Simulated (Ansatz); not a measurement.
Start from `Cl[SiH2][S][GeH3]` and change one atom or group to get `O[SiH2][S][GeH3]`.

Ansatz, PBE0-D4/def2-TZVP geometries, multiplicity 1. Each molecule was computed in one conformer, which needn't be the lowest.

Scalar relativity is left out up to krypton.

| property | `Cl[SiH2][S][GeH3]` |
| --- | --- |
| LUMO energy (B3LYP/def2-TZVPP) / eV | -0.66 |
| size of the dipole moment (B3LYP/def2-TZVPP) / D | 2.30 |
| HOMO energy (PBE0/def2-TZVPP) / eV | -7.59 |
| size of the dipole moment (PBE/def2-TZVPP) / D | 2.20 |
| HOMO energy (ωB97M-V/def2-TZVPP) / eV | -9.74 |
| LUMO energy (PBE0/def2-TZVPP) / eV | -0.41 |

(1) Give the same properties after the change, and the shifts. (An estimate is asked.)

## Answers

(1) Ansatz gave: 
```
                                        property  `O[SiH2][S][GeH3]`  shift
             LUMO energy (B3LYP/def2-TZVPP) / eV               -0.55   0.11
size of the dipole moment (B3LYP/def2-TZVPP) / D                2.02  -0.28
              HOMO energy (PBE0/def2-TZVPP) / eV               -7.54   0.05
  size of the dipole moment (PBE/def2-TZVPP) / D                1.96  -0.24
           HOMO energy (ωB97M-V/def2-TZVPP) / eV               -9.70   0.04
              LUMO energy (PBE0/def2-TZVPP) / eV               -0.30   0.11
```

With PBE0 the HOMO rises by 0.05 eV and the LUMO rises by 0.11 eV, so the gap widens by about 0.06 eV. PBE moves the HOMO by 0.05 eV and ωB97M-V by 0.04 eV. Dipoles are sizes alone; their direction can turn.

B3LYP here is the variant with VWN-RPA as its local correlation; programs differ in this.
